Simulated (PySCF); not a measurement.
Bond length, frequency and bond energy of TlC by level of theory

State: ⁴Σ⁻ (quartet), unpaired electrons σ ↑, π ↑↑. Set-up: Tl def2-TZVPP with ECP60, C def2-TZVPP; scalar-relativistic core potentials (PySCF 2.14). De refers to Tl + C in their high-spin ground configurations, without counterpoise correction. The functionals are run spin-unrestricted. A positive dipole means Tl(−)C(+).

| Level | Re (Å) | ωe (cm⁻¹) | De (eV) | μ (D) |
| --- | --- | --- | --- | --- |
| UHF | 2.314 | 431 | 1.76 | -3.68 |
| UHF-MP2 | 2.277 | 445 | 2.61 | n/a |
| UHF-SCS-MP2 | 2.287 | 439 | 2.30 | n/a |
| UHF-CCSD | 2.285 | 437 | 2.44 | n/a |
| UHF-CCSD(T) | 2.282 | 438 | 2.56 | n/a |
| PBE | 2.285 | 408 | 3.02 | -3.10 |
| PW91 | 2.284 | 410 | 3.04 | -3.10 |
| BP86 | 2.287 | 407 | 2.94 | -3.09 |
| r²SCAN | 2.269 | 429 | 2.92 | -3.14 |
| r²SCANh | 2.266 | 435 | 2.83 | -3.19 |
| PBE0 | 2.267 | 431 | 2.80 | -3.29 |
| MN15 | 2.261 | 431 | 2.71 | -3.21 |
| LC-ωPBE | 2.246 | 452 | 2.67 | -3.42 |

**Question.** Which functional lies closest to UHF-CCSD(T) in De, which farthest, and by how much do they differ from it?

**Answer.** Closest is LC-ωPBE (-3.6 pm in Re, +3.2 % in ωe, +0.11 eV in De against UHF-CCSD(T) in the same basis), farthest PW91 (+0.2 pm in Re, -6.4 % in ωe, +0.48 eV in De). CCSD(T) converges more slowly with the basis than the functionals do and binds too weakly in this one, so the order can change at the basis-set limit.

**Question.** What does a quarter of exact exchange do here, going from PBE to PBE0?

**Answer.** PBE0 less PBE: -1.8 pm in Re, +5.6 % in ωe, -0.22 eV in De. Exact exchange removes part of the self-interaction that spreads semilocal densities, and in most molecules shortens and stiffens the bond and lowers De; so it does here.

**Question.** What does the step from GGA to meta-GGA do here, going from PBE to r²SCAN?

**Answer.** r²SCAN less PBE: -1.6 pm in Re, +5.1 % in ωe, -0.10 eV in De. 

Correlated steps freeze 5 core orbitals. Spin–orbit coupling is left out, which matters for elements this heavy, above all for dissociation energies. The state is the lowest determinant that a PBE0 search found; another state may lie lower at other levels.
